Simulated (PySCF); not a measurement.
Radial density of Mo³⁵⁺ (molybdenum, charge +35)

UHF, [He] 2s2 2p3, high-spin 4S determinant. Computed with PySCF 2.14 in an even-tempered Gaussian basis (19 s from 13 bohr⁻², ratio 2.2; 12 p from 17 bohr⁻², ratio 2.2; 6 d from 68 bohr⁻², ratio 2.4; 5 f from 100 bohr⁻², ratio 2.4; 4 g from 150 bohr⁻², ratio 2.4), with scalar relativity by spin-free X2C-1e.

```
r (bohr)  4πr²ρ (e/bohr)  4πr²(ρα − ρβ)
  0.0317           46.26         3.9516
  0.0534           30.77        12.4829
  0.0898           35.05        22.4743
   0.151           29.38        15.6744
   0.254           4.737         2.2273
   0.427         0.04868         0.0222
```

Densities and radii are taken from the X2C orbitals without a picture-change correction, which distorts them close to the nucleus.

Spin-orbit coupling is strong in this species (close to jj coupling), so the high-spin LS determinant is a model state, not a physical level.
